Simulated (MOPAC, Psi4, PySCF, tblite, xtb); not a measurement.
Dimer CO2 ··· COS (SMILES O=C=O and O=C=S) at R = 4.83 Å between the centres of mass, closest contact 3.50 Å (a random orientation, not optimised). Geometry in Å and degrees:

```
6

O     -1.160     0.001     0.000
C      0.000     0.000     0.000
O      1.160    -0.001     0.000
O      2.998    -3.095     4.315
C      2.943    -2.095     3.739
S      2.867    -0.743     2.960
```

GFN2-xTB (tblite); SAPT0/jun-cc-pVDZ, frozen core (Psi4); PBE0/def2-TZVP, counterpoise-corrected (Psi4); PBE0-D3(BJ)/def2-TZVP, counterpoise-corrected (Psi4); PBE/def2-TZVP, counterpoise-corrected (Psi4); PBE-D3(BJ)/def2-TZVP, counterpoise-corrected (Psi4); HF/aug-cc-pVDZ, counterpoise-corrected (Psi4); MP2/aug-cc-pVDZ = DF-MP2/aug-cc-pVDZ, frozen core, counterpoise-corrected (Psi4); SCS-MP2/aug-cc-pVDZ = DF-SCS-MP2/aug-cc-pVDZ, frozen core, counterpoise-corrected (Psi4 1.11); PM6, restricted, heats of formation (MOPAC); PM7, restricted, heats of formation (MOPAC); GFN1-xTB (xtb); RKS-B3LYP/6-31G* = restricted B3LYP/6-31G*, spherical d, no counterpoise correction run with PySCF; RMP2/6-31G* = PySCF 2.14.0 with restricted MP2 (frozen core)/6-31G*, spherical d, no counterpoise correction; RHF/6-31G* = PySCF 2.14.0 with restricted Hartree-Fock/6-31G*, spherical d, no counterpoise correction; RKS-B3LYP/6-311+G** = PySCF with restricted B3LYP/6-311+G**, spherical d, no counterpoise correction.

Question: What interaction energy does each level give?

Answer: 
| method | E_int / kJ/mol |
|---|---|
| PBE-D3(BJ)/def2-TZVP | -2.65 |
| RMP2/6-31G* | -2.47 |
| PBE0-D3(BJ)/def2-TZVP | -2.42 |
| MP2/aug-cc-pVDZ | -2.09 |
| GFN2-xTB | -1.90 |
| PM7 | -1.68 |
| GFN1-xTB | -1.20 |
| SCS-MP2/aug-cc-pVDZ | -1.20 |
| SAPT0/jun-cc-pVDZ | -1.17 |
| RKS-B3LYP/6-31G* | -0.93 |
| PM6 | -0.72 |
| PBE/def2-TZVP | -0.67 |
| PBE0/def2-TZVP | -0.40 |
| RKS-B3LYP/6-311+G** | 0.50 |
| RHF/6-31G* | 0.60 |
| HF/aug-cc-pVDZ | 1.49 |
